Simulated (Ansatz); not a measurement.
`CC(C)[O][Ti]([OH])([OH])[O]C(C)C` + CH₃OH → `COC(C)C` + `CC(C)[O][Ti]([OH])([OH])[OH]`  (substitution at a C–O bond)

Gas-phase electronic energies from Ansatz, PBE0-D4/def2-TZVP geometries. CCSD(T)/CBS is the MP2 limit (def2-TZVPP, def2-QZVPP) plus CCSD(T) − MP2 in def2-TZVPP, frozen cores. This one scheme is used for every species. Functionals use def2-TZVPP. For Ti outer-core shells are correlated without core-valence functions, which leaves a few kJ/mol of doubt a bond. Scalar relativity is left out up to krypton. One conformer a species, not always the lowest.

```json
{"level": "PBE-D4", "ΔE (kJ/mol)": "2.1"}
{"level": "SCS-MP2/def2-QZVPP", "ΔE (kJ/mol)": "3.5"}
```

Question: What does CCSD(T)/CBS give? (Best estimate.)

Answer: Ansatz gave: +5.3 kJ/mol. The listed levels differ from it by -3.2, -1.8 kJ/mol.

Largest T1 diagnostic among the species: 0.021, so the coupled-cluster value is less sure than usual.

At CCSD(T), def2-SVP lies +9.4 kJ/mol from the extrapolated value and def2-TZVPP −0.1 kJ/mol. The D4 term adds +7.9 kJ/mol with B3LYP and +5.5 kJ/mol with PBE0; it sums over pairs of atoms, weighted by their polarisabilities, and B3LYP, whose exchange is more repulsive, gets the larger term.

B3LYP here is the variant with VWN-RPA as its local correlation; programs differ in this.
